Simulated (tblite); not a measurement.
Species: GeH5NS.
Bonds: N1–Ge2, Ge2–S3. Hydrogens: H4, H5 on N1; H6, H7 on Ge2; H8 on S3.

Computed with GFN2-xTB (tblite), gas phase: L-BFGS steps from a force-field or distance-geometry start until the largest atomic force falls under 0.01 eV/Å.

Step 0: E = -289.9606 eV
```
atom  x, y, z in Å  |  force x, y, z in eV/Å
N1     -1.3476   -0.5012   -0.1209   -0.147  -0.541   1.088
Ge2    -0.0034    0.7599   -0.0341    0.066  -0.131  -0.730
S3      1.7726   -0.2242    0.9080    0.782  -0.519  -0.415
H4     -1.0379   -1.3302   -0.6484   -0.265   0.475   0.352
H5     -1.6830   -0.8477    0.8228    0.492   0.511  -1.412
H6      0.3628    1.0822   -1.5096   -0.188  -0.072   0.467
H7     -0.4079    2.0670    0.6764    0.106  -0.601  -0.088
H8      2.3535   -0.9964   -0.1187   -0.846   0.878   0.739
```

Step 1: E = -290.0500 eV
```
atom  x, y, z in Å  |  force x, y, z in eV/Å
N1     -1.3497   -0.5089   -0.1053    0.293   0.135   0.028
Ge2    -0.0024    0.7581   -0.0445    0.043  -0.259  -0.435
S3      1.7838   -0.2317    0.9021    0.495  -0.228  -0.176
H4     -1.0417   -1.3234   -0.6434   -0.225   0.256   0.239
H5     -1.6760   -0.8404    0.8026    0.099   0.102  -0.290
H6      0.3601    1.0811   -1.5029   -0.162  -0.060   0.300
H7     -0.4064    2.0584    0.6751    0.111  -0.582  -0.092
H8      2.3414   -0.9838   -0.1082   -0.654   0.637   0.426
```

**Question.** Estimate the geometry and energy of step 2. (The exact step hangs on the optimiser's Hessian estimate; all steps are aligned on step 1, rigid shifts and turns removed.)

**Answer.** E = -290.0964 eV, largest force 0.787 eV/Å
```
atom  x, y, z in Å  |  force x, y, z in eV/Å
N1     -1.3433   -0.5081   -0.0996    0.364   0.558  -0.418
Ge2    -0.0011    0.7511   -0.0585    0.156  -0.269  -0.041
S3      1.7995   -0.2397    0.8959    0.060   0.241   0.277
H4     -1.0484   -1.3150   -0.6359   -0.115  -0.077  -0.019
H5     -1.6713   -0.8355    0.7890   -0.139  -0.083   0.368
H6      0.3553    1.0793   -1.4935   -0.105  -0.033   0.047
H7     -0.4032    2.0415    0.6725    0.107  -0.550  -0.090
H8      2.3215   -0.9642   -0.0944   -0.327   0.212  -0.124
```

The energy changes by -0.0464 eV. The first-order estimate −F·Δx gives -0.0767 eV and the mean of the old and new forces, exact on a quadratic surface, -0.0454 eV. The step makes an angle of 10° with the force vector and moves no atom by more than 0.031 Å.

The cost below is that of the whole relaxation. The run took 0.3 s of wall time on an Arm Neoverse N1 with one thread, no GPU, shared host with 64 logical CPUs at a one-minute load of 57.
